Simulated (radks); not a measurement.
Species: Hf61+. Configuration: [Ne] 3s1.

Calculated with a radial shooting solver on a logarithmic mesh with Libxc functionals: scalar-relativistic Kohn-Sham, PBEsol, spin-polarised, spherical densities, finite nucleus; open shells are filled with parallel spins first (spin-orbit coupling, left out, can overturn this in heavy ions); Fermi nuclear charge, rms radius 5.347 fm.

Energy parts (hartree):
total: -10648.9316
kinetic: 11983.0676
electron-nucleus: -23342.4065
Hartree: 842.0887
exchange-correlation: -131.6814

Orbitals (lengths in bohr, moments of r in powers of bohr; r(90%) holds 90 % of the orbital's charge):
| orbital | occ. | eigenvalue (hartree) | r(90%) | <r^4> | <1/r> |
|---|---|---|---|---|---|
| 1s up | 1 | -2587.903 | 0.0345 | 6.600e-07 | 83.80 |
| 1s down | 1 | -2587.741 | 0.0345 | 6.600e-07 | 83.80 |
| 2s up | 1 | -589.6515 | 0.122 | 0.00009324 | 19.88 |
| 2s down | 1 | -589.4714 | 0.122 | 0.00009306 | 19.88 |
| 2p up | 3 | -541.4690 | 0.114 | 0.00007071 | 18.12 |
| 2p down | 3 | -541.3067 | 0.114 | 0.00007056 | 18.12 |
| 3s up | 1 | -244.0149 | 0.275 | 0.002422 | 8.157 |
| 3s down | 0 | -243.0386 | 0.274 | 0.002418 | 8.166 |

The highest occupied level is 3s up at -6640.0 eV. Spin moment in Bohr magnetons: 1. The spin density at the nucleus is 20349 e/bohr^3 (1s 62, 2s -16, 3s 20302). The electron density at the nucleus is 1.265e+06 e/bohr^3 (large components only). Summed over all electrons, <r^2> = 0.09273 bohr^2, which gives a Langevin (diamagnetic) susceptibility term of -0.0734 x 10^-6 cm^3/mol. The density falls to 0.001 e/bohr^3 at r = 0.51 bohr. For comparison, the ionisation energy in NIST's Atomic Spectra Database is 6674 eV (theoretical). In exact Kohn-Sham theory the highest level is minus the ionisation energy, but local and semilocal functionals leave it too shallow, through self-interaction and a potential that decays too fast; potentials with the right tail come closer.
